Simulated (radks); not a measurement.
Question: All-electron atom: Sn+ in [Kr] 4d10 5s2 5p1. Calculated with a radial shooting solver on a logarithmic mesh with Libxc functionals: Dirac Kohn-Sham, BLYP, spin-unpolarised, spherical densities, finite nucleus; open shells are shared between the two j in proportion to 2j + 1; Fermi nuclear charge, rms radius 4.6519 fm. Some entries of the table are withheld. Estimate them.

| orbital | occ. | eigenvalue (eV) | r(max) (bohr) |
|---|---|---|---|
| 1s1/2 | 2 | -29005.78 | 0.01877 |
| 2s1/2 | 2 | (1) | 0.1062 |
| 2p1/2 | 2 | -4096.334 | 0.08178 |
| 2p3/2 | 4 | -3865.583 | 0.08630 |
| 3s1/2 | 2 | -852.1585 | 0.3078 |
| 3p1/2 | 2 | -735.1457 | (2) |
| 3p3/2 | 4 | -693.0209 | (3) |
| 3d3/2 | 4 | -486.0434 | 0.2492 |
| 3d5/2 | 6 | -477.3464 | 0.2522 |
| 4s1/2 | 2 | -141.5491 | 0.7456 |
| 4p1/2 | 2 | -102.6311 | (4) |
| 4p3/2 | 4 | -95.0293 | (5) |
| 4d3/2 | 4 | -34.1960 | (6) |
| 4d5/2 | 6 | -33.1501 | (7) |
| 5s1/2 | 2 | -17.7676 | 1.981 |
| 5p1/2 | 0.333333 | -10.6177 | (8) |
| 5p3/2 | 0.666667 | -10.0467 | (9) |
| 6s1/2 | 0 | -4.3274 | 5.400 |

Answer: 
(1) 2s1/2 eigenvalue (eV): -4384.291
(2) 3p1/2 r(max) (bohr): 0.2941
(3) 3p3/2 r(max) (bohr): 0.3044
(4) 4p1/2 r(max) (bohr): 0.7715
(5) 4p3/2 r(max) (bohr): 0.7961
(6) 4d3/2 r(max) (bohr): 0.8808
(7) 4d5/2 r(max) (bohr): 0.8905
(8) 5p1/2 r(max) (bohr): 2.360
(9) 5p3/2 r(max) (bohr): 2.455
